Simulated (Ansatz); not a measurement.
Reaction (ligand exchange at the Si–C bond): `[SiH3]C[SiH](Cl)Cl` + `[OH][SnH3]` → `[SiH3][O][SnH3]` + `C[SiH](Cl)Cl`

Calculated with Ansatz (gas phase, PBE0-D4/def2-TZVP geometries, no zero-point term in ΔE). CBS: MP2 limit from def2 TZ/QZ plus the TZ coupled-cluster correction, frozen cores. DFT in def2-TZVPP. B3LYP here is the variant with VWN-RPA as its local correlation; programs differ in this. def2 core potentials past Kr. For Sn outer-core shells are correlated without core-valence functions, which leaves a few kJ/mol of doubt a bond. Each species was taken in one conformer, which may not be the lowest.

**Question.** Is it downhill or uphill in electronic energy at CCSD(T)/CBS, and by how much? (Estimate.)

**Answer.** The calculation gave: Downhill: ΔE = -103.2 kJ/mol.

**Question.** What do these levels give: r2SCAN-D4, r2SCAN0-D4, CAM-B3LYP-D4, revPBE, B3LYP, SCS-MP2/def2-QZVPP? (Estimate.)

**Answer.** The calculation gave: r2SCAN-D4 -101.3, r2SCAN0-D4 -103.3, CAM-B3LYP-D4 -108.7, revPBE -92.4, B3LYP -109.5, SCS-MP2/def2-QZVPP -109.7 kJ/mol.

Largest T1 diagnostic among the species: 0.014.

In def2-TZVPP, CCSD(T) changes the Hartree–Fock value by +25.8 kJ/mol (the triples alone add +3.6 kJ/mol) and MP2 by +25.3 kJ/mol. The D4 term adds +5.0 kJ/mol with B3LYP and +2.8 kJ/mol with PBE0; it sums over pairs of atoms, weighted by their polarisabilities, and B3LYP, whose exchange is more repulsive, gets the larger term. From PBE to PBE0 (25 % exact exchange), in def2-TZVPP and without D4, ΔE moves by −5.4 kJ/mol.
